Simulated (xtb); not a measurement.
xtb input (GFN2-xTB):

```bash
xtb mol.xyz --gfn 2 --ohess tight --chrg 0 --uhf 0
```
mol.xyz:
```
8

C     -1.94612559    -0.03630313     0.14412713
Ge     0.01413498     0.02825311     0.01228605
F      0.80136900    -0.19012839     1.50437768
F      0.60819928    -1.28044407    -1.01543308
F      0.67350360     1.43722990    -0.70458271
H     -2.22768984    -0.93549427     0.50027790
H     -2.28348919     0.82939530     0.74732531
H     -2.35863739     0.11357364    -0.86363838
```

Output:

```
           -------------------------------------------------
          |                Calculation Setup                |
           -------------------------------------------------

           -------------------------------------------------
          |                 G F N 2 - x T B                 |
           -------------------------------------------------

        Reference                      10.1021/acs.jctc.8b01176
      * Hamiltonian:
        H0-scaling (s, p, d)           1.850000    2.230000    2.230000
        zeta-weighting                 0.500000
      * Dispersion:
        s8                             2.700000
        a1                             0.520000
        a2                             5.000000
        s9                             5.000000
      * Repulsion:
        kExp                           1.500000    1.000000
        rExp                           1.000000
      * Coulomb:
        alpha                          2.000000
        third order                    shell-resolved
        anisotropic                    true
        a3                             3.000000
        a5                             4.000000
        cn-shift                       1.200000
        cn-exp                         4.000000
        max-rad                        5.000000

          ...................................................
          :                      SETUP                      :
          :.................................................:
          :  # basis functions                  29          :
          :  # atomic orbitals                  28          :
          :  # shells                           14          :
          :  # electrons                        32          :
          :  max. iterations                   250          :
          :  Hamiltonian                  GFN2-xTB          :
          :  restarted?                      false          :
          :  GBSA solvation                  false          :
          :  PC potential                    false          :
          :  electronic temp.          300.0000000     K    :
          :  accuracy                    1.0000000          :
          :  -> integral cutoff          0.2500000E+02      :
          :  -> integral neglect         0.1000000E-07      :
          :  -> SCF convergence          0.1000000E-05 Eh   :
          :  -> wf. convergence          0.1000000E-03 e    :
          :  Broyden damping             0.4000000          :
          :  net charge                          0          :
          :  unpaired electrons                  0          :
          ...................................................

 iter      E             dE          RMSdq      gap      omega  full diag
   1    -19.4694525 -0.194695E+02  0.818E+00    7.20       0.0  T
   2    -19.2979366  0.171516E+00  0.100E+01    9.45       1.0  T
   3    -19.9875049 -0.689568E+00  0.293E+00    7.72       1.0  T
   4    -19.9899515 -0.244661E-02  0.741E-01    7.44       1.0  T
   5    -19.9922284 -0.227687E-02  0.399E-01    7.59       1.0  T
   6    -19.9945152 -0.228680E-02  0.189E-01    7.52       1.0  T
[...]
     #   Z          #   Z                                           value/Å
     1   6 C        2  32 Ge                                      1.9661258 (max)
     2  32 Ge       3   9 F                                       1.7205573
     2  32 Ge       4   9 F                                       1.7209449
     2  32 Ge       5   9 F                                       1.7206346
Molecule has the following symmetry elements: (C3) 3*(sigma)
It seems to be the C3v point group
     1   6 C        6   1 H                                       1.0859738 (min)
     1   6 C        7   1 H                                       1.0861446
     1   6 C        8   1 H                                       1.0862563

 * 3 distinct bonds (by element types)

   Z      Z             #   av. dist./Å        max./Å        min./Å
   1 H    6 C           3     1.0861249     1.0862563     1.0859738
   6 C   32 Ge          1     1.9661258     1.9661258     1.9661258
   9 F   32 Ge          3     1.7207123     1.7209449     1.7205573

           -------------------------------------------------
          |               Frequency Printout                |
           -------------------------------------------------
 projected vibrational frequencies (cm⁻¹)
eigval :       -0.00    -0.00     0.00     0.00     0.00     0.00
eigval :       42.57   120.47   120.86   169.32   169.60   204.04
eigval :      448.74   501.85   502.11   583.44   806.65   806.80
eigval :     1285.67  1398.83  1399.36  3020.30  3030.67  3032.45
 reduced masses (amu)
   1: 21.47   2: 38.95   3: 35.14   4: 30.24   5: 37.44   6: 20.06   7:  1.42   8: 18.03
   9: 18.04  10: 27.23  11: 27.20  12: 29.72  13: 18.64  14: 32.19  15: 32.18  16: 27.40
  17:  3.75  18:  3.75  19:  2.69  20:  1.59  21:  1.59  22:  1.24  23:  2.00  24:  2.00
 IR intensities (km·mol⁻¹)
   1:  3.52   2:  0.92   3:  1.80   4:  1.38   5:  1.02   6:  6.12   7:  0.00   8:  0.19
   9:  0.19  10: 17.78  11: 17.77  12: 61.74  13: 50.97  14:136.34  15:136.22  16: 78.26
  17: 73.04  18: 73.15  19: 13.79  20:  7.19  21:  7.21  22:  1.65  23:  0.10  24:  0.10
 Raman intensities (Ä⁴*amu⁻¹)
   1:  0.00   2:  0.00   3:  0.00   4:  0.00   5:  0.00   6:  0.00   7:  0.00   8:  0.00
   9:  0.00  10:  0.00  11:  0.00  12:  0.00  13:  0.00  14:  0.00  15:  0.00  16:  0.00
  17:  0.00  18:  0.00  19:  0.00  20:  0.00  21:  0.00  22:  0.00  23:  0.00  24:  0.00
 output can be read by thermo (or use thermo option).
 writing <g98.out> molden fake output.
 recommended (thermochemical) frequency scaling factor: 1.0
           -------------------------------------------------
          |             Thermodynamic Functions             |
           -------------------------------------------------

c3v symmetry found (for desy threshold:  0.10E+00) used in thermo

          ...................................................
          :                      SETUP                      :
          :.................................................:
          :  # frequencies                          18      :
          :  # imaginary freq.                       0      :
          :  linear?                             false      :
          :  only rotor calc.                    false      :
          :  symmetry                              c3v      :
          :  rotational number                       3      :
          :  scaling factor                  1.0000000      :
          :  rotor cutoff                   50.0000000 cm⁻¹ :
          :  imag. cutoff                  -20.0000000 cm⁻¹ :
          :.................................................:

    mode    ω/cm⁻¹     T·S(HO)/kcal·mol⁻¹    T·S(FR)/kcal·mol⁻¹   T·S(vib)
   ------------------------------------------------------------------------
       1     42.57    -1.53116 ( 34.46%)    -1.10342 ( 65.54%)    -1.25080
       2    120.47    -0.92212 ( 97.12%)    -0.79577 (  2.88%)    -0.91848
       3    120.86    -0.92028 ( 97.15%)    -0.79483 (  2.85%)    -0.91671
       4    169.32    -0.72838 ( 99.25%)    -0.69501 (  0.75%)    -0.72812
       5    169.60    -0.72746 ( 99.25%)    -0.69453 (  0.75%)    -0.72721
       6    204.04    -0.62502 ( 99.64%)    -0.63979 (  0.36%)    -0.62508
   ------------------------------------------------------------------------

   temp. (K)  partition function   enthalpy   heat capacity  entropy
                                   cal/mol     cal/K/mol   cal/K/mol   J/K/mol
 298.15  VIB   214.                 3185.424     17.292     20.383
         ROT  0.493E+05              888.752      2.981     24.455
Note: The following floating-point exceptions are signalling: IEEE_DENORMAL
normal termination of xtb
         INT  0.106E+08             4074.176     20.273     44.838
         TR   0.168E+28             1481.254      4.968     40.800
         TOT                        5555.4298    25.2407    85.6384   358.3109

       T/K    H(0)-H(T)+PV         H(T)/Eh          T*S/Eh         G(T)/Eh
   ------------------------------------------------------------------------
    298.15    0.885314E-02    0.490485E-01    0.406896E-01    0.835899E-02
   ------------------------------------------------------------------------

         :::::::::::::::::::::::::::::::::::::::::::::::::::::
         ::                  THERMODYNAMIC                  ::
         :::::::::::::::::::::::::::::::::::::::::::::::::::::
         :: total free energy         -19.912360672899 Eh   ::
         ::.................................................::
         :: total energy              -19.920719664159 Eh   ::
         :: zero point energy           0.040195401884 Eh   ::
         :: G(RRHO) w/o ZPVE           -0.031836410624 Eh   ::
         :: G(RRHO) contrib.            0.008358991260 Eh   ::
         :::::::::::::::::::::::::::::::::::::::::::::::::::::

optimized geometry written to: xtbopt.xyz

           -------------------------------------------------
          | TOTAL ENERGY              -19.920719664159 Eh   |
          | TOTAL ENTHALPY            -19.871671121325 Eh   |
          | TOTAL FREE ENERGY         -19.912360672899 Eh   |
          | GRADIENT NORM               0.000247061840 Eh/α |
          | HOMO-LUMO GAP               7.568174233036 eV   |
           -------------------------------------------------

------------------------------------------------------------------------
------------------------------------------------------------------------
 total:
 SCF:
 ANC optimizer:
 analytical hessian:
```
